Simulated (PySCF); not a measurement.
Vertical excitation energies

Compound: C₃H₇BF₃P.
InChI=1S/C3H7BF3P/c1-8(4)3(7)2(5)6/h8H,1,4H3

Method: TDDFT CAM-B3LYP/def2-SVPD, vertical, gas phase, core orbitals frozen in the response in PySCF. The structure is a single GFN2-xTB conformer in the gas phase; no vibrational or solvent corrections. Torsions of this conformer, `[BH3-:1][P@H+:2]([CH3:3])[C:4]([F:5])=[C:6]([F:7])[F:8]`: B1–P2–C4–F5 79°.

List the vertical singlet excitations with oscillator strengths and describe the spectrum.

```tsv
state	λ (nm)	E (eV)	f	main configurations (H = HOMO, L = LUMO)
S1	195.6	6.34	0.0065	H→L (35%), H→L+1 (31%), H→L+3 (14%)
S2	176.8	7.01	0.360	H→L (52%), H→L+1 (36%)
S3	170.9	7.26	0.0016	H→L+2 (64%), H→L+3 (8%), H→L+1 (8%)
S4	162.7	7.62	0.062	H→L+4 (18%), H→L+1 (17%), H→L+2 (16%)
S5	161.0	7.70	0.011	H-1→L+1 (44%), H-1→L (31%)
S6	158.8	7.81	0.0041	H-2→L (61%), H-2→L+1 (15%), H-1→L+1 (12%)
S7	158.2	7.84	0.034	H-1→L (29%), H→L+4 (17%), H→L+3 (16%)
S8	157.5	7.87	0.025	H-2→L+1 (22%), H-2→L (22%), H-1→L (17%)
```

Triplets, Tamm–Dancoff:

```json
{"state": "T1", "E (eV)": "4.28", "λ (nm)": "289.5", "main configurations (H = HOMO, L = LUMO)": "H→L+1 (42%), H→L (37%)"}
{"state": "T2", "E (eV)": "5.93", "λ (nm)": "209.3", "main configurations (H = HOMO, L = LUMO)": "H→L+1 (30%), H→L (27%), H→L+3 (17%)"}
{"state": "T3", "E (eV)": "6.92", "λ (nm)": "179.1", "main configurations (H = HOMO, L = LUMO)": "H→L+2 (60%), H→L+1 (8%)"}
```

The lowest singlet lies at 6.34 eV (196 nm, vacuum ultraviolet) and is weak; its leading configuration is HOMO→LUMO (35%). The most intense listed level is S2 at 7.01 eV (177 nm, f = 0.360), 0.67 eV above S1. Löwdin shares by element: HOMO carbon 46% or more, boron 11%, fluorine 10% or more (atoms not listed hold the other 34%); LUMO carbon 50%, phosphorus 10% (atoms not listed hold the other 40%). Weighted by f, the mean energy of these states is 7.20 eV. The oscillator strengths of these states sum to 0.504; summed over the whole spectrum of an exact calculation they would give the number of electrons, 72 (Thomas–Reiche–Kuhn). Of the 8 states listed, 5 reach f = 0.01 and none stays under 0.0005. The window holds the lowest 8 singlets.
